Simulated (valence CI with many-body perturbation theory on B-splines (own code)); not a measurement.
# Energy levels of Cd17+

Calculated by relativistic CI+MBPT: three valence electrons over a frozen Dirac-Fock core [Ar] 3d10, a basis of 11 s, 11 p, 9 d, 7 f, 5 g, 2 h, 1 i functions for each j, with the one-electron correlation potential Σ1 (screened to all orders), the two-electron term Σ2, the three-electron term Σ3, Breit, model QED; selected single and double excitations, second order for the rest (own B-spline code, finite nucleus).

No measured spectrum was set against this ion. As an estimate, levels hold to about 250 cm⁻¹ or 0.2 % of their energy and the worst to 1 %, as in measured heavy ions of charge 2 to 7; those with d or f electrons hold less well.

Levels 1 to 45 of 67, with energies above the lowest level, 4s²4p ²P°_1/2. "Leading %" is the weight of the configuration and term that name the level; weights of strongly mixed levels are sums over their largest components and can fall short. In the jj column 3d3/2^4 stands for four electrons in 3d with j = 3/2.

| No. | Configuration | Term | J | E (cm⁻¹) | Leading % | Second component | Leading jj |
| --- | --- | --- | --- | --- | --- | --- | --- |
| 1 | 4s²4p | ²P° | 1/2 | 0 | 98 |  | 4s^2 4p1/2 (98 %) |
| 2 | 4s²4p | ²P° | 3/2 | 68848 | 98 |  | 4s^2 4p3/2 (98 %) |
| 3 | 4s4p² | ⁴P | 1/2 | 295040 | 88 | 10 % 4s4p² ²S | 4s 4p1/2^2 (76 %) |
| 4 | 4s4p² | ⁴P | 3/2 | 334590 | 97 |  | 4s 4p1/2 4p3/2 (96 %) |
| 5 | 4s4p² | ⁴P | 5/2 | 358260 | 76 | 23 % 4s4p² ²D | 4s 4p1/2 4p3/2 (80 %) |
| 6 | 4s4p² | ²D | 3/2 | 406180 | 85 | 8 % 4s4p² ²P | 4s 4p1/2 4p3/2 (82 %) |
| 7 | 4s4p² | ²D | 5/2 | 432970 | 71 | 24 % 4s4p² ⁴P | 4s 4p3/2^2 (79 %) |
| 8 | 4s4p² | ²P | 1/2 | 440890 | 64 | 26 % 4s4p² ²S | 4s 4p1/2 4p3/2 (67 %) |
| 9 | 4s4p² | ²S | 1/2 | 509270 | 63 | 32 % 4s4p² ²P | 4s 4p3/2^2 (85 %) |
| 10 | 4s4p² | ²P | 3/2 | 517290 | 89 | 7 % 4s4p² ²D | 4s 4p3/2^2 (79 %) |
| 11 | 4s²4d | ²D | 3/2 | 637640 | 92 | 6 % 4s4p² ²D | 4s^2 4d3/2 (92 %) |
| 12 | 4s²4d | ²D | 5/2 | 649340 | 93 | 5 % 4s4p² ²D | 4s^2 4d5/2 (93 %) |
| 13 | 4p³ | ⁴S° | 3/2 | 733200 | 34 | 30 % 4p³ ²P° | 4p1/2^2 4p3/2 (89 %) |
| 14 | 4p³ | ⁴S° | 3/2 | 778570 | 52 | 40 % 4p³ ²D° | 4p1/2 4p3/2^2 (92 %) |
| 15 | 4p³ | ²D° | 5/2 | 783180 | 85 | 14 % 4s4p4d ²D° | 4p1/2 4p3/2^2 (85 %) |
| 16 | 4p³ | ²P° | 1/2 | 830340 | 91 | 5 % 4s4p4d ²P° | 4p1/2 4p3/2^2 (91 %) |
| 17 | 4s4p4d | ⁴F° | 3/2 | 868170 | 75 | 11 % 4p³ ²P° | 4s 4p1/2 4d3/2 (76 %) |
| 18 | 4p³ | ²P° | 3/2 | 875000 | 47 | 17 % 4s4p4d ⁴F° | 4p3/2^3 (70 %) |
| 19 | 4s4p4d | ⁴F° | 5/2 | 882730 | 89 | 4 % 4s4p4d ⁴D° | 4s 4p1/2 4d3/2 (56 %) |
| 20 | 4s4p4d | ⁴F° | 7/2 | 904860 | 87 | 9 % 4s4p4d ⁴D° | 4s 4p1/2 4d5/2 (65 %) |
| 21 | 4s4p4d | ⁴P° | 5/2 | 920430 | 57 | 22 % 4s4p4d ⁴D° | 4s 4p1/2 4d5/2 (89 %) |
| 22 | 4s4p4d | ⁴D° | 3/2 | 927000 | 53 | 35 % 4s4p4d ⁴P° | 4s 4p1/2 4d3/2 (52 %) |
| 23 | 4s4p4d | ⁴D° | 1/2 | 930270 | 82 | 11 % 4s4p4d ⁴P° | 4s 4p1/2 4d3/2 (80 %) |
| 24 | 4s4p4d | ⁴F° | 9/2 | 943980 | 100 |  | 4s 4p3/2 4d5/2 (100 %) |
| 25 | 4s4p4d | ²F° | 5/2 | 962000 | 52 | 22 % 4s4p4d ²D° | 4s 4p1/2 4d5/2 (37 %) |
| 26 | 4s4p4d | ²D° | 3/2 | 966370 | 65 | 10 % 4s4p4d ⁴D° | 4s 4p3/2 4d3/2 (42 %) |
| 27 | 4s4p4d | ⁴P° | 1/2 | 973040 | 88 | 12 % 4s4p4d ⁴D° | 4s 4p3/2 4d3/2 (96 %) |
| 28 | 4s4p4d | ⁴D° | 7/2 | 975550 | 85 | 11 % 4s4p4d ⁴F° | 4s 4p3/2 4d5/2 (57 %) |
| 29 | 4s4p4d | ⁴D° | 5/2 | 976310 | 59 | 19 % 4s4p4d ⁴P° | 4s 4p3/2 4d3/2 (70 %) |
| 30 | 4s4p4d | ⁴P° | 3/2 | 976430 | 60 | 32 % 4s4p4d ⁴D° | 4s 4p3/2 4d3/2 (71 %) |
| 31 | 4s4p4d | ²D° | 5/2 | 994990 | 48 | 20 % 4s4p4d ⁴P° | 4s 4p3/2 4d5/2 (80 %) |
| 32 | 4s4p4d | ²F° | 7/2 | 1031100 | 98 |  | 4s 4p3/2 4d5/2 (71 %) |
| 33 | 4s4p4d | ²P° | 3/2 | 1032800 | 54 | 34 % 4s4p4d ²D° | 4s 4p3/2 4d5/2 (31 %) |
| 34 | 4s4p4d | ²F° | 7/2 | 1053600 | 82 | 10 % 4s²4f ²F° | 4s 4p3/2 4d5/2 (52 %) |
| 35 | 4s4p4d | ²F° | 5/2 | 1056000 | 81 | 11 % 4s²4f ²F° | 4s 4p3/2 4d3/2 (71 %) |
| 36 | 4s4p4d | ²P° | 1/2 | 1069700 | 91 | 5 % 4s4p4d ⁴D° | 4s 4p3/2 4d5/2 (74 %) |
| 37 | 4s4p4d | ²P° | 1/2 | 1079700 | 91 | 5 % 4p³ ²P° | 4s 4p3/2 4d3/2 (74 %) |
| 38 | 4s4p4d | ²D° | 3/2 | 1091900 | 55 | 37 % 4s4p4d ²P° | 4s 4p3/2 4d5/2 (45 %) |
| 39 | 4s4p4d | ²P° | 3/2 | 1092300 | 80 | 11 % 4s4p4d ²D° | 4s 4p3/2 4d5/2 (62 %) |
| 40 | 4s4p4d | ²D° | 5/2 | 1097700 | 84 | 7 % 4s4p4d ²F° | 4s 4p3/2 4d5/2 (75 %) |
| 41 | 4s²4f | ²F° | 7/2 | 1232100 | 88 | 10 % 4s4p4d ²F° | 4s^2 4f7/2 (88 %) |
| 42 | 4s²4f | ²F° | 5/2 | 1232200 | 86 | 11 % 4s4p4d ²F° | 4s^2 4f5/2 (86 %) |
| 43 | 4p²4d | ⁴F | 3/2 | 1247000 | 62 | 13 % 4p²4d ²D | 4p1/2^2 4d3/2 (85 %) |
| 44 | 4p²4d | ⁴F | 5/2 | 1266600 | 41 | 26 % 4p²4d ⁴D | 4p1/2^2 4d5/2 (68 %) |
| 45 | 4p²4d | ²F | 5/2 | 1283500 | 61 | 33 % 4p²4d ⁴F | 4p1/2 4p3/2 4d3/2 (86 %) |

Names give the largest LS component (configuration and term), which can be under half, so a name can repeat, a term be missing and a line seem to break the LS rules; names also repeat where a configuration has a term twice.

Where two levels of one J and parity lie close, their mixing, g and order are uncertain.

The ionisation energy to 4s² ¹S0 of the next ion comes out as 450.55 eV (NIST: 452.6 ± 0.3 eV (semi-empirical), further off than twice its uncertainty). All 67 levels together are meant to be complete up to 1443400 cm⁻¹.
